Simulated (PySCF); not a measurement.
F2OSi. Atoms are numbered in the order given.

```xyz
4

Si     0.0000     0.0000     0.1307
O      0.0000     0.0000     1.6353
F      0.0000     1.2436    -0.8284
F      0.0000    -1.2436    -0.8284
```
Charge 0, spin multiplicity 1.

The structure is a stationary point at B3LYP-D3(BJ)/def2-TZVP.

Computed with SMD-M06-2X/6-31G* (PySCF).

Solvation free energies are E(SMD) − E(gas) at the gas-phase geometry, for 1 M in both phases. In vacuum the dipole moment is 2.32 D.

| solvent | ΔG(solv) (kcal/mol) | its non-electrostatic (CDS) part | dipole (D) |
|---|---|---|---|
| water | -6.4 | 1.6 | 3.00 |
| diethylether | -4.4 | -1.0 | 2.54 |
| chlorobenzene | -4.1 | -0.3 | 2.56 |
